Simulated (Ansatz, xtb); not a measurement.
# Two isomers of C4H4BBrO

We compare X, `OC1=CC=CB1Br`, a singlet, with Y, `OB1C=CC(Br)=C1`, a singlet. Both are isolated molecules in the gas phase, relaxed with B3LYP/def2-SVP; the shapes shown needn't be the lowest conformers.

X (Å):

```xyz
11

C     0.1185   -0.6022    0.1314
C     0.1302    0.0309    1.3263
C     0.0216    1.5063    1.1013
C    -0.0630    1.8904   -0.2040
B    -0.0092    0.5608   -0.9755
Br   -0.0688    0.1814   -2.8543
O     0.1974   -1.9262   -0.0797
H     0.1650   -2.0894   -1.0347
H     0.2055   -0.4278    2.3135
H     0.0139    2.1974    1.9525
H    -0.1470    2.9241   -0.5366
```

Y (Å):

| atom | x (Å) | y (Å) | z (Å) |
| --- | --- | --- | --- |
| C | -0.0874 | 0.1251 | 1.4332 |
| C | 0.0798 | 1.4164 | 1.0958 |
| C | 0.2178 | 1.5643 | -0.3993 |
| C | 0.1477 | 0.4045 | -1.0792 |
| B | -0.0624 | -0.6789 | 0.0611 |
| Br | 0.4647 | 3.2933 | -1.1325 |
| O | -0.1984 | -2.0169 | -0.0470 |
| H | -0.1596 | -2.3428 | -0.9559 |
| H | -0.2090 | -0.2247 | 2.4603 |
| H | 0.1201 | 2.2864 | 1.7562 |
| H | 0.2278 | 0.3265 | -2.1641 |

Q: Estimate E(Y) − E(X) at the level CCSD(T)/def2-SVP + ΔMP2/def2-TZVPP.

A: Calculated at CCSD(T)/def2-SVP + ΔMP2/def2-TZVPP: E(Y) − E(X) = −0.780 eV, so structure Y lies lower.

The same difference at several levels:

| level | geometry | E(Y) − E(X) (eV) | departure from the last row (eV) | job, with rough time for the two |
| --- | --- | --- | --- | --- |
| GFN2-xTB | GFN2-xTB | −0.318 | +0.462 | optimisation, 0.21 s |
| HF/STO-3G | GFN2-xTB | −0.749 | +0.031 | single point, 0.5 s |
| r2SCAN-D4/def2-SVP | GFN2-xTB | −0.631 | +0.148 | single point, 2.9 s |
| B3LYP/def2-SVP | B3LYP/def2-SVP | −0.671 | +0.109 | optimisation, 37 s |
| HF/def2-SVP | B3LYP/def2-SVP | −0.659 | +0.120 | part of the CCSD(T) run |
| MP2/def2-SVP | B3LYP/def2-SVP | −0.762 | +0.018 | part of the CCSD(T) run |
| CCSD(T)/def2-SVP | B3LYP/def2-SVP | −0.726 | +0.054 | single point |
| CCSD(T)/def2-SVP + ΔMP2/def2-TZVPP | B3LYP/def2-SVP | −0.780 |  | single point, 66 s |

As drawn, Y has 1 B–O, 1 C–Br in place of 1 C–O, 1 B–Br.

The levels shown agree on the order. The largest departure from CCSD(T)/def2-SVP + ΔMP2/def2-TZVPP is that of GFN2-xTB, 0.462 eV. The last row adds to CCSD(T) the change of the MP2 difference between the two basis sets, here −0.054 eV.

With thermal terms from frequencies at re-optimised GFN2-xTB minima (ideal gas, soft modes damped towards free rotors, one conformer each, 298.15 K, 1 atm): the zero-point term adds +0.007 eV; ΔH is −0.776 and ΔG −0.767 eV.

The correlated steps freeze 15 core orbitals; the filled d shell of Br is correlated, in a basis made for valence electrons. Codes used: Ansatz 0.2.0, xtb 6.7.1; the last row on 2 threads of AMD EPYC 9R45 96-Core Processor (Zen 5) on a shared host.
